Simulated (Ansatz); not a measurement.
**SnH3Cl (SnClH3): methods side by side**

The species is SnH3Cl (5 atoms), meant as a singlet with charge 0. SMILES: `[H][Sn]([H])([H])[Cl]`. The shape comes from GFN2-xTB, which is rough for such elements, and wasn't checked as a minimum.

```xyz
5

Sn    0.0000    0.0009   -0.1426
Cl    0.0116   -0.0193    2.1380
H     1.5866    0.0109   -0.6751
H    -0.8030    1.3805   -0.6471
H    -0.7952   -1.3730   -0.6733
```

Quantity: the energy change with the Sn1–H5 bond stretched from 1.674 to 2.511 Å, in eV. The values are calculated.

| level | kind | program | value (eV) | less FCI/STO-3G |
| --- | --- | --- | --- | --- |
| SVWN5/STO-3G (restricted) | LDA | Ansatz | 2.87 | +0.21 |
| revPBE/STO-3G (restricted) | GGA | Ansatz | 2.67 | +0.01 |
| B3LYP/STO-3G (restricted) | global hybrid | Ansatz | 2.96 | +0.30 |
| CAM-B3LYP/STO-3G (restricted) | range-separated hybrid | Ansatz | 3.19 | +0.53 |
| RPA@PBE/STO-3G (restricted) | RPA | Ansatz | 2.72 | +0.06 |
| MP2/STO-3G (restricted) | perturbation theory | Ansatz | 3.22 | +0.56 |
| CCSD(T)/STO-3G (restricted) | coupled cluster or CI | Ansatz | 2.66 | 0.00 |
| FCI/STO-3G | exact in the basis | Ansatz | 2.66 | 0.00 |

FCI/STO-3G is exact within its basis and frozen core, so for wave-function methods in that basis the difference is their error; functionals converge differently with the basis, so for them it is only a difference. All-electron rows without a relativistic Hamiltonian named are non-relativistic. The first shape isn't each level's own minimum. The values span 2.66 to 3.22 eV. All rows use very small basis sets, so none should be taken for the real molecule's value. In the correlated wave-function rows the outer d shell of Sn is correlated, in sets not made for it.
